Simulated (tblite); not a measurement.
Task: Write Cartesian coordinates for `C#CCSC[Si]1(F)C[SiH2]C1` as optimised with GFN2-xTB.

Result: 
```
atom  x, y, z in Å
C1     4.107   -0.382   -0.939
C2     3.523   -0.905   -0.034
C3     2.736   -1.468    1.029
S4     0.931   -1.265    0.712
C5     0.846    0.547    0.670
Si6   -0.916    1.094    0.234
F7    -0.833    2.724    0.255
C8    -2.387    0.438    1.253
Si9   -3.272   -0.168   -0.345
C10   -1.748    0.438   -1.349
H11    4.658    0.045   -1.723
H12    2.894   -2.544    1.107
H13    2.965   -0.988    1.984
H14    1.147    0.925    1.646
H15    1.562    0.892   -0.075
H16   -2.921    1.198    1.814
H17   -2.141   -0.357    1.950
H18   -4.504    0.561   -0.647
H19   -3.487   -1.613   -0.397
H20   -1.207   -0.355   -1.857
H21   -1.962    1.201   -2.091
```

Orientation and origin are arbitrary. Atoms count from 1 in this order. The 4-membered ring Si6–C8–Si9–C10 has internal angles of 88.3° to 91.2°; it is almost planar, 0.02 Å rms from its mean plane, widest ring torsion 2°. The C–S distances run from 1.815 Å (S4–C5, drawn single) to 1.843 Å (C3–S4, drawn single), a spread of 0.028 Å. The C–Si distances run from 1.896 Å (C5–Si6, drawn single) to 1.924 Å (C8–Si9, drawn single), a spread of 0.028 Å. The 2 C–C bonds span 1.198 Å (C1≡C2, drawn triple) to 1.438 Å (C2–C3, drawn single), a spread of 0.240 Å.

Bonds between heavy atoms (Å): C1≡C2 1.198, C2–C3 1.438, C3–S4 1.843, S4–C5 1.815, C5–Si6 1.896, Si6–F7 1.632, Si6–C8 1.906, C8–Si9 1.924, Si9–C10 1.923, Si6–C10 1.905.

Structure optimised with GFN2-xTB, isolated species.

Point group: C1 (no symmetry element, even within 0.4 Å). Its lowest GFN2-xTB frequency is 13 cm⁻¹, too small to tell a flat minimum from a shallow saddle. The numbers are those of one conformer (C2–C3–S4–C5 -61°, C3–S4–C5–Si6 176°, S4–C5–Si6–F7 179°). 3 starts were optimised and ended at 0.00, 0.02 and 1.06 kcal/mol (GFN2-xTB); the lowest of these is shown.

Hardware: one thread, Intel Xeon at 2.50 GHz (x86_64), shared host with 64 logical CPUs at a one-minute load of 62. Cost: 7.3 s wall, 5.2 s CPU. This is the geometry optimisation.

All values are computed, not measured.
